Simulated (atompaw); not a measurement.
# Yb (Z = 70): variants of one PAW (atompaw) potential

Base potential:

ytterbium, PAW, made with atompaw 4.2.0.5 (PBE, scalar-relativistic). Core [Kr] 4d10 4f13, reference 5s2 5p6 5d1 6s2 6p0. Waves: 5s (bound); 6s (bound); 5p (bound); 6p (bound, empty); 5d (bound); 5d channel at 0.25 Ry. Local part: bessel scheme, radius 2.50 bohr. Core correction: smooth core density matched at 2.10 bohr. Augmentation charge: sinc compensation charge, radius 2.10 bohr; PAW radius 2.90 bohr; waves and projectors: bloechl.

All-electron outer shells of the reference configuration (PBE, scalar-relativistic, ld1.x):

| shell | level (eV) | outermost node (bohr) | outermost maximum (bohr) |
| --- | --- | --- | --- |
| 4d | -185.41 | 0.24 | 0.49 |
| 5s | -59.34 | 0.58 | 1.07 |
| 5p | -31.02 | 0.62 | 1.22 |
| 4f | -9.61 | – | 0.48 |
| 6s | -4.57 | 1.44 | 3.12 |
| 5d | -1.86 | 0.70 | 1.85 |
| 6p | -1.34 | 1.76 | 4.32 |

Cutoffs, loose and tight: the cutoffs (Ry, on a coarse ladder) from which the occupation-weighted sum of valence levels, in a spherical-Bessel basis at the reference potential, stays within 10 and 1 mRy of its value at 400 Ry. They see the waves, projectors and local potential, not the compensation charge or the core. A dash means not determined.

```tsv
change	outcome	cutoff, loose	cutoff, tight	bound ghosts
base	generated	21 Ry	25 Ry	none
local potential bessel scheme, radius 1.68 bohr	generated	21 Ry	25 Ry	none
local potential bessel scheme, radius 1.86 bohr	generated	21 Ry	25 Ry	none
local potential bessel scheme, radius 2.20 bohr	generated	21 Ry	25 Ry	none
local potential bessel scheme, radius 2.32 bohr	generated	21 Ry	25 Ry	none
local potential bessel scheme, radius 2.64 bohr	generated	21 Ry	30 Ry	none
local potential bessel scheme, radius 2.82 bohr	generated	21 Ry	30 Ry	none
```

What comes out with this change to the base: local potential bessel scheme, radius 1.54 bohr?

outcome: generated; cutoff, loose: 25 Ry; cutoff, tight: 30 Ry; bound ghosts: none.

What comes out with this change to the base: local potential bessel scheme, radius 1.22 bohr?

outcome: generated; cutoff, loose: 40 Ry; cutoff, tight: 45 Ry; bound ghosts: none.

Reading the sweep of the r_vloc (base included, trends over the rows without a ghost): The loose cutoff falls from 40 Ry at 1.22 to 21 Ry at 2.82 bohr.
